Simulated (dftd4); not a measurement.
C6H13BO2, charge +1, doublet, at a GFN2-xTB geometry (a state made from the parent by changing its charge; the spin is typed, not shown lowest); D4 for hf (dftd4 4.2.0).

The dftd4 input:
```
$ dftd4 mol.xyz --func hf --charge 1 --json dftd4.json --noedisp --property

# file mol.xyz
22

C     -1.72969277    -0.04080963     0.91568295
C     -0.77626925    -0.14906699    -0.29952640
C     -1.17041749    -1.30441677    -1.18094652
O     -0.74828285     1.05022552    -0.97668833
B      0.21566696     1.87872518    -0.47685827
O      1.00655457     1.19963970     0.40562724
C      0.74172185    -0.15188344     0.37591368
C      0.92774225    -0.80958379     1.71752242
C      1.62917612    -0.83481442    -0.69343194
H     -2.71646651     0.18308109     0.50925777
H     -1.43809812     0.77572084     1.57122338
H     -1.76675386    -0.97679102     1.46323278
H     -2.21689995    -1.19119111    -1.47039829
H     -0.60259359    -1.32287425    -2.10774338
H     -1.07303042    -2.25008196    -0.65470317
H      0.34354091     2.99266504    -0.75959864
H      0.41999245    -0.26780681     2.51149026
H      1.98840654    -0.79926831     1.97561696
H      0.60280030    -1.84620237     1.69442261
H      1.48322898    -0.38257540    -1.67101161
H      2.66149540    -0.66194728    -0.38771189
H      1.43630502    -1.90182591    -0.73258185
```

The log (banner, timings and long lists left out):

```
                    ____  _____ _____     ____  _  _
      -------------|  _ \|  ___|_   _|---|  _ \| || |------------
     |             | | | | |_    | | ___ | | | | || |_           |
     |             | |_| |  _|   | ||___|| |_| |__   _|          |
     |             |____/|_|     |_|     |____/   |_|            |
     |             ===================================           |
     |            E. Caldeweyher, S. Ehlert & S. Grimme          |
     |          Mulliken Center for Theoretical Chemistry        |
     |                    University of Bonn                     |
      -----------------------------------------------------------

Rational (Becke-Johnson) damping: hf-D4-ATM
---------------------
  s6         1.0000
  s8         1.6168
  s9         1.0000
  a1         0.4496
  a2         3.3574
 alp        16.0000
--------------------

Atomic data, radii in Ångström:
------------------------------------------------------
   Z          R(cov)      r4/r2   hardness         EN
------------------------------------------------------
   6 C        1.0000     1.6431     0.4220     2.5500
   8 O        0.8400     1.3725     0.5869     3.4400
   5 B        1.0267     1.9286     0.3395     2.0400
   1 H        0.4267     1.0622     0.4726     2.2000
------------------------------------------------------

Atomic reference systems (in atomic units):
----------------------------------------------------------------------------
   Z        #      CN     q+Z       C6(AA)   #      CN     q+Z       C6(AA)
----------------------------------------------------------------------------
   6 C      1  0.0000  6.0000      49.3833   2  0.9189  5.8288      52.1688
            3  1.9079  5.8579      35.6972   4  2.8312  5.7775      35.8445
            5  3.7487  5.7435      28.6317   6  2.9183  5.8956      32.2504
            7  0.8556  6.2103      25.6194
   8 O      1  0.0000  8.0000      15.5711   2  0.8042  7.6453      20.8489
            3  1.6112  7.4012      24.8631   4  0.9798  8.0000      14.9880
   5 B      1  0.0000  5.0000     108.2943   2  0.9302  4.8954      83.5174
            3  1.8632  4.7985      66.2710   4  2.7915  4.7178      46.1170
            5  4.4133  4.6596      44.5254
   1 H      1  0.0000  1.0000       7.6362   2  0.8942  1.0000       3.0374
----------------------------------------------------------------------------

Atomic properties (in atomic units):
----------------------------------------------------------------------------
     #    Z              CN          q      C6(AA)        C8(AA)   alpha(0)
----------------------------------------------------------------------------
     1    6 C        3.7534    -0.1699     26.6895      771.9078     7.4551
     2    6 C        3.8477     0.0935     21.2961      615.9199     6.6451
     3    6 C        3.7546    -0.1778     26.8714      777.1662     7.4802
     4    8 O        1.6425    -0.2421     17.8924      361.0790     5.7214
     5    5 B        2.7114     0.0787     34.4970     1374.5811     9.5955
     6    8 O        1.6425    -0.2421     17.8924      361.0790     5.7214
     7    6 C        3.8477     0.0935     21.2961      615.9199     6.6451
     8    6 C        3.7546    -0.1778     26.8714      777.1662     7.4802
     9    6 C        3.7534    -0.1699     26.6895      771.9078     7.4551
    10    1 H        0.9245     0.1545      1.3615       16.4584     1.8247
    11    1 H        0.9249     0.1529      1.3723       16.5885     1.8319
    12    1 H        0.9251     0.1270      1.5581       18.8352     1.9520
    13    1 H        0.9243     0.1521      1.3776       16.6529     1.8355
    14    1 H        0.9249     0.1453      1.4239       17.2125     1.8660
    15    1 H        0.9249     0.1271      1.5571       18.8233     1.9514
    16    1 H        0.9430     0.1960      1.1177       13.5114     1.6528
    17    1 H        0.9249     0.1453      1.4239       17.2125     1.8660
    18    1 H        0.9243     0.1521      1.3776       16.6529     1.8355
    19    1 H        0.9249     0.1271      1.5571       18.8233     1.9514
    20    1 H        0.9249     0.1529      1.3723       16.5885     1.8319
    21    1 H        0.9245     0.1545      1.3615       16.4584     1.8247
    22    1 H        0.9251     0.1270      1.5581       18.8352     1.9520
----------------------------------------------------------------------------

Molecular properties (in atomic units):
----------------------------------------
 molecular C6                3550.2575
 molecular C8               83603.5841
----------------------------------------

Dispersion energy:      -7.0657075844888E-02 Eh

[Info] JSON dump of results written to 'dftd4.json'
```
